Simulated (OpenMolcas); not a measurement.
Ne3+: effect of the IPEA shift

```
Program             : OpenMolcas
Basis               : ANO-RCC-VTZP [4s3p2d1f]
Scalar Hamiltonian  : DKH2, point nucleus
Active space        : 5 electrons in 9 orbitals (RAS2 2s 2p; RAS3 3d, at most 2 electrons)
State averaging     : 2S+1 = 4 odd, 1 root; 2S+1 = 2 odd, 8 roots; 2S+1 = 4 even, 3 roots; 2S+1 = 2 even, 6 roots
Spin-orbit coupling : RASSI with atomic mean-field integrals over the reference wave functions, term energies averaged over their components
```

Methods on the same reference wave functions:
A. RASSCF
B. SS-RASPT2, IPEA 0 Eh, imaginary shift 0.1 Eh (closed shells correlated: 1s)
C. SS-RASPT2, IPEA 0.25 Eh, imaginary shift 0.1 Eh (closed shells correlated: 1s)

Energies in cm-1 above 2s2 2p3 4S* 3/2, the measured ground level; measured values from Moore, Atomic Energy Levels, vol. I, NSRDS-NBS 35 (1971 reprint of NBS Circular 467, 1949).

```tsv
Level	A	B	C	Measured
2s2 2p3 4S* 3/2	0.0	0.0	0.0	0.0
2s2 2p3 2D* 3/2	44070	42150	42160	
2s2 2p3 2D* 5/2	44095	42180	42180	
2s2 2p3 2P* 1/2	66044	63600	63610	
2s2 2p3 2P* 3/2	66050	63610	63620	
2s 2p4 4P 5/2	186123	184360	184340	183860
2s 2p4 4P 3/2	186679	184920	184900	184477
2s 2p4 4P 1/2	187007	185240	185230	184799
2s 2p4 2D 3/2	260308	255750	255790	
2s 2p4 2D 5/2	260312	255750	255790
```

Deviations, from unrounded energies. A percentage is the sum of absolute deviations over the sum of measured energies, with the sign that they share, or ± where signs differ.

```tsv
Against measurement	Levels	A	B	C
mean absolute deviation (cm-1)	3	2200	460	450
other configurations (%)	3	+1.2	+0.2	+0.2
```

B, C lie about equally close to measurement and A furthest from it. The largest miss of C in the table is 2s 2p4 4P 5/2, by +480 cm-1. The ranking rests on the paired levels alone, and a cruder setting can come out closer through cancelling errors.

Between B and C the level of the table that moves most is 2s 2p4 2D 3/2, by 37 cm-1 (lowest in B, highest in C). Moves below CASPT2's spread within the term are not significant.

From A to B the spin-free energies of the other terms of 2s2 2p3 shown, above 4S*, scale by a factor of 0.96.

The lowest spin-free term lies below A's lowest term by 0.054 hartree in B, 0.053 hartree in C.

Term energies are means over components that CASPT2 splits; among the terms shown or strongly mixed into the levels shown the widest spread is 13 cm-1 (2s2 2p3 2D*, C). Active for correlation alone: 3d; no level in the range computed is led by a configuration that fills it, so any true level of that kind is missing. Measured partners are found by configuration, term and J. A level has none where our copy of the source lacks it or the pairing is in doubt (some pairs that miss far off the trend of their configuration count as doubtful), and it then counts in no deviation. Only configurations of the active space appear. Levels that lie high or do not pair safely by name in every column are left out.

* marks odd parity.
